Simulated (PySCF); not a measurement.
CH2 (SMILES [CH2]), singlet, at a GFN2-xTB geometry; PySCF with M062X/cc-pVDZ.

Input for PySCF:
```python
from pyscf import gto, scf, dft

mol = gto.M(
    atom='''
C     0.001065    0.163900    0.016239
H    -0.884818   -0.486960   -0.038745
H     0.878429   -0.496439   -0.058687
''',
    basis='cc-pvdz',
    charge=0,
    spin=0,
    verbose=4,
    symmetry=True,
)

mf = dft.RKS(mol)
mf.xc = 'm062x'
mf.irrep_nelec = {'A1': 6, 'A2': 2, 'B1': 0, 'B2': 0}
mf.kernel()
mf.analyze()
```

Problem. Predict the main parts of the log of this PySCF run.

Solution. 
```
PySCF version 2.14.0

[INPUT] verbose = 4
[INPUT] num. atoms = 3
[INPUT] num. electrons = 8
[INPUT] charge = 0
[INPUT] spin (= nelec alpha-beta = 2S) = 0
[INPUT] symmetry True subgroup None
[INPUT] Mole.unit = angstrom
[INPUT] Symbol           X                Y                Z      unit          X                Y                Z       unit  Magmom
[INPUT]  1 C      0.001065000000   0.163900000000   0.016239000000 AA    0.002012558323   0.309726111816   0.030687262537 Bohr   0.0
[INPUT]  2 H     -0.884818000000  -0.486960000000  -0.038745000000 AA   -1.672063690085  -0.920221033618  -0.073217438696 Bohr   0.0
[INPUT]  3 H      0.878429000000  -0.496439000000  -0.058687000000 AA    1.659990229876  -0.938133747553  -0.110902357072 Bohr   0.0

nuclear repulsion = 6.06952604752198
point group symmetry = C2v
symmetry origin: [2.36215766e-07 2.36215766e-07 4.72431531e-07]
symmetry axis x: [ 0.01072361 -0.09865785  0.99506363]
symmetry axis y: [ 0.99992161 -0.00537497 -0.01130888]
symmetry axis z: [-0.00646415 -0.9951069  -0.09859247]
num. orbitals of irrep A1 = 11
num. orbitals of irrep A2 = 2
num. orbitals of irrep B1 = 4
num. orbitals of irrep B2 = 7
number of shells = 11
number of NR pGTOs = 40
number of NR cGTOs = 24
basis = cc-pvdz
ecp = {}

******** <class 'pyscf.dft.rks_symm.SymAdaptedRKS'> ********
method = SymAdaptedRKS
initial guess = minao
damping factor = 0
level_shift factor = 0
DIIS = <class 'pyscf.scf.diis.CDIIS'>
diis_start_cycle = 1
diis_space = 8
diis_damp = 0
SCF conv_tol = 1e-09
SCF conv_tol_grad = None
SCF max_cycles = 50
direct_scf = True
direct_scf_tol = 1e-13
XC library pyscf.dft.libxc version 7.1.2
    S. Lehtola, C. Steigemann, M. J. T. Oliveira, and M. A. L. Marques,  SoftwareX 7, 1–5 (2018)
XC functionals = m062x
    Y. Zhao and D. G. Truhlar,  Theor. Chem. Acc. 120, 215 (2008)
    Y. Zhao and D. G. Truhlar,  Theor. Chem. Acc. 120, 215 (2008)
radial grids:
    Treutler-Ahlrichs [JCP 102, 346 (1995); DOI:10.1063/1.469408] (M4) radial grids

becke partition: Becke, JCP 88, 2547 (1988); DOI:10.1063/1.454033
pruning grids: <function nwchem_prune>
grids dens level: 3
symmetrized grids: True
atomic radii adjust function: <function treutler_atomic_radii_adjust>
small_rho_cutoff = 0
Freeze 8 electrons in irreps ['A1', 'A2', 'B1', 'B2']
    0 free electrons in irreps
Set gradient conv threshold to 3.16228e-05
Initial guess from minao.
tot grids = 33736
init E= -38.947965831079
HOMO (A2) = 0.993504660165777  LUMO (B2) = -0.419753614371533  gap/eV = -38.45672

WARN: A1 HOMO -0.238108403044032 > system LUMO -0.419753614371533

WARN: A1 LUMO 0.102635870154197 < system HOMO 0.993504660165777

WARN: A2 HOMO 0.993504660165777 > system LUMO -0.419753614371533

cycle= 1 E= -36.5011594547099  delta_E= 2.45  |g|= 0.143  |ddm|= 1.98
HOMO (A2) = 0.801585941826693  LUMO (B2) = -0.309818250787168  gap/eV = -30.24285

WARN: A1 LUMO 0.0986844569138401 < system HOMO 0.801585941826693

WARN: A2 HOMO 0.801585941826693 > system LUMO -0.309818250787168

cycle= 2 E= -36.5086053654441  delta_E= -0.00745  |g|= 0.0331  |ddm|= 0.21
HOMO (A2) = 0.823290493428439  LUMO (B2) = -0.284435820672235  gap/eV = -30.14277

WARN: A1 LUMO 0.106712540077887 < system HOMO 0.823290493428439

WARN: A2 HOMO 0.823290493428439 > system LUMO -0.284435820672235

cycle= 3 E= -36.5089590146363  delta_E= -0.000354  |g|= 0.00683  |ddm|= 0.0456
HOMO (A2) = 0.822610530919189  LUMO (B2) = -0.28494063145508  gap/eV = -30.13800

WARN: A1 LUMO 0.106863610959427 < system HOMO 0.822610530919189

WARN: A2 HOMO 0.822610530919189 > system LUMO -0.28494063145508

cycle= 4 E= -36.508981624221  delta_E= -2.26e-05  |g|= 0.00149  |ddm|= 0.0145
HOMO (A2) = 0.82279594213319  LUMO (B2) = -0.28467075086494  gap/eV = -30.13570

WARN: A1 LUMO 0.106755020625529 < system HOMO 0.82279594213319

WARN: A2 HOMO 0.82279594213319 > system LUMO -0.28467075086494

cycle= 5 E= -36.508983545563  delta_E= -1.92e-06  |g|= 0.000152  |ddm|= 0.00603
HOMO (A2) = 0.822788367637907  LUMO (B2) = -0.284677540560864  gap/eV = -30.13568

WARN: A1 LUMO 0.106717544288322 < system HOMO 0.822788367637907

WARN: A2 HOMO 0.822788367637907 > system LUMO -0.284677540560864

cycle= 6 E= -36.5089835742353  delta_E= -2.87e-08  |g|= 8.3e-06  |ddm|= 0.00103
HOMO (A2) = 0.822790966729484  LUMO (B2) = -0.284674831466433  gap/eV = -30.13568

WARN: A1 LUMO 0.106717938987542 < system HOMO 0.822790966729484

WARN: A2 HOMO 0.822790966729484 > system LUMO -0.284674831466433

cycle= 7 E= -36.5089835742975  delta_E= -6.22e-11  |g|= 4.88e-07  |ddm|= 5.43e-05
HOMO (A2) = 0.822790898739414  LUMO (B2) = -0.284674944579568  gap/eV = -30.13568

WARN: A1 LUMO 0.106717834907411 < system HOMO 0.822790898739414

WARN: A2 HOMO 0.822790898739414 > system LUMO -0.284674944579568

Extra cycle  E= -36.5089835742976  delta_E= -1.14e-13  |g|= 9.51e-08  |ddm|= 1.28e-06
converged SCF energy = -36.5089835742976
**** SCF Summaries ****
Total Energy =                         -36.508983574297595
Nuclear Repulsion Energy =               6.069526047521981
One-electron Energy =                  -60.865050193452717
Two-electron Energy =                   18.286540571633143
Two-electron Coulomb Energy =           24.239386173191093
DFT Exchange-Correlation Energy =       -5.952845601557950
HOMO-LUMO gap [eV] =                   -30.135680566517671
Wave-function symmetry = A1
occupancy for each irrep:     A1   A2   B1   B2
                               3    1    0    0
**** MO energy ****
MO #1 (A1 #1), energy= -10.7206527131302 occ= 2
MO #2 (A1 #2), energy= -0.73054995991167 occ= 2
MO #3 (A1 #3), energy= -0.303189624562772 occ= 2
MO #4 (A2 #1), energy= 0.822790898739414 occ= 2
MO #5 (B2 #1), energy= -0.284674944579568 occ= 0
MO #6 (B1 #1), energy= -0.0550811409771903 occ= 0
MO #7 (A1 #4), energy= 0.106717834907411 occ= 0
MO #8 (B2 #2), energy= 0.170931063320782 occ= 0
MO #9 (B2 #3), energy= 0.472224768352184 occ= 0
MO #10 (A1 #5), energy= 0.544734342056139 occ= 0
MO #11 (B1 #2), energy= 0.555250086612961 occ= 0
MO #12 (A1 #6), energy= 0.589773894928685 occ= 0
 ** Mulliken pop on meta-lowdin orthogonal AOs  **
 ** Mulliken pop  **
pop of  0 C 1s            1.99995
pop of  0 C 2s            1.53290
pop of  0 C 3s            0.00913
pop of  0 C 2px           0.00007
pop of  0 C 2py           1.58253
pop of  0 C 2pz           0.01553
pop of  0 C 3px           0.00000
pop of  0 C 3py           0.00522
pop of  0 C 3pz           0.00005
pop of  0 C 3dxy          0.01075
pop of  0 C 3dyz          0.00021
pop of  0 C 3dz^2         0.00383
pop of  0 C 3dxz          1.09186
pop of  0 C 3dx2-y2       0.00254
pop of  1 H 1s            0.41386
pop of  1 H 2s            0.00846
pop of  1 H 2px           0.00104
pop of  1 H 2py           0.00534
pop of  1 H 2pz           0.44401
pop of  2 H 1s            0.41386
pop of  2 H 2s            0.00846
pop of  2 H 2px           0.00104
pop of  2 H 2py           0.00534
pop of  2 H 2pz           0.44401
 ** Mulliken atomic charges  **
charge of    0C =     -0.25457
charge of    1H =      0.12728
charge of    2H =      0.12728
Dipole moment(X, Y, Z, Debye): -0.01433, -2.20494, -0.21846
```
